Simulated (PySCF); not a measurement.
C2H8AlO (SMILES [CH3][Al+]([CH3])<-[OH2]), charge +1, singlet, geometry from GFN2-xTB (such geometries of metal compounds can be far from the true shape), with bond 9-6 at 1.5 times its length; HF/STO-3G in PySCF.

Input for PySCF:
```python
from pyscf import gto, scf

mol = gto.M(
    atom='''
Al    0.21641865   -0.18066494    0.17099896
C     1.81494572    0.04273391   -0.95502778
H     2.67333236   -0.49931717   -0.54443806
H     2.11614400    1.09517569   -1.04160101
H     1.65906473   -0.33509978   -1.97423916
C    -0.93205662   -0.77976423    1.65262531
H    -1.78967520   -1.36770981    1.29955395
H    -1.33259592    0.06256565    2.23219209
H    -0.10609665   -1.73105756    2.70671291
O    -1.03159712    0.86117084   -0.81509626
H    -0.84262559    1.33721661   -1.63776425
H    -1.96022781    1.00258793   -0.57685548
''',
    basis='sto-3g',
    charge=1,
    verbose=4,
)

mf = scf.RHF(mol)
mf.kernel()
mo_i, mo_e, stable_i, stable_e = mf.stability(internal=True, external=True, return_status=True, nroots=6, tol=1e-6)
print('internally stable:', stable_i, ' externally stable:', stable_e)
if not stable_e:
    umf = mf.to_uhf() if not hasattr(mf, 'xc') else mf.to_uks()
    umf.scf_summary = {}
    umf.kernel(umf.make_rdm1(mo_e, umf.mo_occ))
```

Problem. Predict the main parts of the log of this PySCF run.

Solution. 
```
PySCF version 2.14.0

[INPUT] verbose = 4
[INPUT] num. atoms = 12
[INPUT] num. electrons = 40
[INPUT] charge = 1
[INPUT] spin (= nelec alpha-beta = 2S) = 0
[INPUT] symmetry False subgroup None
[INPUT] Mole.unit = angstrom
[INPUT] Symbol           X                Y                Z      unit          X                Y                Z       unit  Magmom
[INPUT]  1 Al     0.216418650000  -0.180664940000   0.170998960000 AA    0.408971976748  -0.341407256911   0.323141201985 Bohr   0.0
[INPUT]  2 C      1.814945720000   0.042733910000  -0.955027780000 AA    3.429750341752   0.080755386132  -1.804740945551 Bohr   0.0
[INPUT]  3 H      2.673332360000  -0.499317170000  -0.544438060000 AA    5.051866000337  -0.943572700593  -1.028838825190 Bohr   0.0
[INPUT]  4 H      2.116144000000   1.095175690000  -1.041601010000 AA    3.998932600142   2.069582112382  -1.968340639970 Bohr   0.0
[INPUT]  5 H      1.659064730000  -0.335099780000  -1.974239160000 AA    3.135177962625  -0.633246808602  -3.730771316791 Bohr   0.0
[INPUT]  6 C     -0.932056620000  -0.779764230000   1.652625310000 AA   -1.761331744388  -1.473540836432   3.123009222424 Bohr   0.0
[INPUT]  7 H     -1.789675200000  -1.367709810000   1.299553950000 AA   -3.381995979926  -2.584596958781   2.455801049597 Bohr   0.0
[INPUT]  8 H     -1.332595920000   0.062565650000   2.232192090000 AA   -2.518241323513   0.118231943305   4.218231707520 Bohr   0.0
[INPUT]  9 H     -0.106096650000  -1.731057560000   2.706712910000 AA   -0.200493611234  -3.271224694258   5.114946097725 Bohr   0.0
[INPUT] 10 O     -1.031597120000   0.861170840000  -0.815096260000 AA   -1.949436027690   1.627377034062  -1.540308696557 Bohr   0.0
[INPUT] 11 H     -0.842625590000   1.337216610000  -1.637764250000 AA   -1.592331590650   2.526973162119  -3.094925889104 Bohr   0.0
[INPUT] 12 H     -1.960227810000   1.002587930000  -0.576855480000 AA   -3.704293702656   1.894616603495  -1.090098870655 Bohr   0.0

nuclear repulsion = 158.9944784273
number of shells = 22
number of NR pGTOs = 96
number of NR cGTOs = 32
basis = sto-3g
ecp = {}

******** <class 'pyscf.scf.hf.RHF'> ********
method = RHF
initial guess = minao
damping factor = 0
level_shift factor = 0
DIIS = <class 'pyscf.scf.diis.CDIIS'>
diis_start_cycle = 1
diis_space = 8
diis_damp = 0
SCF conv_tol = 1e-09
SCF conv_tol_grad = None
SCF max_cycles = 50
direct_scf = True
direct_scf_tol = 1e-13
Set gradient conv threshold to 3.16228e-05
Initial guess from minao.
init E= -391.98547781952
cycle= 1 E= -392.095881593457  delta_E= -0.11  |g|= 0.307  |ddm|= 3.68
cycle= 2 E= -392.134009317612  delta_E= -0.0381  |g|= 0.0727  |ddm|= 0.519
cycle= 3 E= -392.136400069272  delta_E= -0.00239  |g|= 0.0191  |ddm|= 0.124
cycle= 4 E= -392.136597585056  delta_E= -0.000198  |g|= 0.00168  |ddm|= 0.0448
cycle= 5 E= -392.136599058194  delta_E= -1.47e-06  |g|= 0.00061  |ddm|= 0.00336
cycle= 6 E= -392.13659925883  delta_E= -2.01e-07  |g|= 0.000147  |ddm|= 0.00115
cycle= 7 E= -392.136599275987  delta_E= -1.72e-08  |g|= 3.7e-05  |ddm|= 0.000369
cycle= 8 E= -392.136599277124  delta_E= -1.14e-09  |g|= 8.96e-06  |ddm|= 9.71e-05
cycle= 9 E= -392.13659927718  delta_E= -5.6e-11  |g|= 1.49e-06  |ddm|= 2.14e-05
Extra cycle  E= -392.136599277183  delta_E= -2.96e-12  |g|= 5.84e-07  |ddm|= 2.95e-06
converged SCF energy = -392.136599277183
rhf_internal: lowest eigs of H = [1.42182263 1.6037477  1.67971498 1.69606146 1.77837787 1.97560376]
<class 'pyscf.scf.hf.RHF'> wavefunction is stable in the internal stability analysis
rhf_real2complex: lowest eigs of H = [0.32627835 0.34045974 0.37191827 0.3999539  0.40357263 0.42717104]
<class 'pyscf.scf.hf.RHF'> wavefunction is stable in the real -> complex stability analysis
rhf_external: lowest eigs of H = [-0.04787783  0.18843985  0.25625972  0.31719821  0.31838696  0.33435341]
<class 'pyscf.scf.hf.RHF'> wavefunction has an RHF/RKS -> UHF/UKS instability
internally stable: True  externally stable: False

******** <class 'pyscf.scf.uhf.UHF'> ********
method = UHF
initial guess = minao
damping factor = 0
level_shift factor = 0
DIIS = <class 'pyscf.scf.diis.CDIIS'>
diis_start_cycle = 1
diis_space = 8
diis_damp = 0
SCF conv_tol = 1e-09
SCF conv_tol_grad = None
SCF max_cycles = 50
direct_scf = True
direct_scf_tol = 1e-13
number electrons alpha = 20  beta = 20
Set gradient conv threshold to 3.16228e-05
init E= -391.870665667581
cycle= 1 E= -392.113146977022  delta_E= -0.242  |g|= 0.125  |ddm|= 0.975
cycle= 2 E= -392.135000048771  delta_E= -0.0219  |g|= 0.0403  |ddm|= 0.259
cycle= 3 E= -392.138067269974  delta_E= -0.00307  |g|= 0.0171  |ddm|= 0.104
cycle= 4 E= -392.13866237188  delta_E= -0.000595  |g|= 0.0109  |ddm|= 0.0408
cycle= 5 E= -392.13921988139  delta_E= -0.000558  |g|= 0.00604  |ddm|= 0.0567
cycle= 6 E= -392.139469961462  delta_E= -0.00025  |g|= 0.00244  |ddm|= 0.0531
cycle= 7 E= -392.139511719913  delta_E= -4.18e-05  |g|= 0.000813  |ddm|= 0.0275
cycle= 8 E= -392.139514204416  delta_E= -2.48e-06  |g|= 0.000414  |ddm|= 0.00653
cycle= 9 E= -392.139514735641  delta_E= -5.31e-07  |g|= 0.000173  |ddm|= 0.00202
cycle= 10 E= -392.139514847194  delta_E= -1.12e-07  |g|= 5.85e-05  |ddm|= 0.00119
cycle= 11 E= -392.139514859637  delta_E= -1.24e-08  |g|= 2.52e-05  |ddm|= 0.000343
cycle= 12 E= -392.139514861677  delta_E= -2.04e-09  |g|= 9.55e-06  |ddm|= 0.000154
cycle= 13 E= -392.13951486194  delta_E= -2.63e-10  |g|= 4.74e-06  |ddm|= 5.18e-05
Extra cycle  E= -392.139514861978  delta_E= -3.79e-11  |g|= 3.3e-06  |ddm|= 9.93e-06
converged SCF energy = -392.139514861978  <S^2> = 0.22954113  2S+1 = 1.3849782
```
